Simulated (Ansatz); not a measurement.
CH₃Cl₃NNb, SMILES `C[N]=[Nb]([Cl])([Cl])[Cl]`. Total charge 0; spin multiplicity 1. Nb: def2 effective core potential. Geometry: relaxed with PBE0-D4/def2-TZVP.

```xyz
9

C     1.554   -0.515    0.083
N     0.210   -0.070    0.009
Nb   -1.424    0.472   -0.076
Cl   -2.543   -0.615    1.600
Cl   -2.180   -0.108   -2.159
Cl   -1.359    2.739    0.237
H     1.989   -0.252    1.051
H     1.602   -1.601   -0.038
H     2.152   -0.050   -0.707
```

Question: What is the dipole moment at PBE/def2-TZVPP? (An estimate is asked.)

Answer: The calculation gave: 2.53 D, with components (2.40, -0.79, 0.13) D in this frame, pointing from negative to positive charge.

Question: And with r2SCAN, B3LYP, ωB97M-V? (Estimate.)

Answer: Ansatz gave: r2SCAN 2.58 D, B3LYP 2.54 D, ωB97M-V 2.58 D.

Question: Give the Mulliken charges with PBE, B3LYP, r2SCAN in def2-TZVPP. (Best estimate.)

Answer: Ansatz gave: 
| atom | PBE | B3LYP | r2SCAN |
| --- | --- | --- | --- |
| C1 | -0.15 | -0.14 | -0.02 |
| N2 | -0.47 | -0.53 | -0.54 |
| Nb3 | 1.12 | 1.24 | 1.25 |
| Cl4 | -0.28 | -0.30 | -0.31 |
| Cl5 | -0.28 | -0.30 | -0.31 |
| Cl6 | -0.28 | -0.30 | -0.31 |
| H7 | 0.11 | 0.11 | 0.07 |
| H8 | 0.11 | 0.11 | 0.07 |
| H9 | 0.11 | 0.11 | 0.07 |

B3LYP here is the variant with VWN-RPA as its local correlation; programs differ in this.
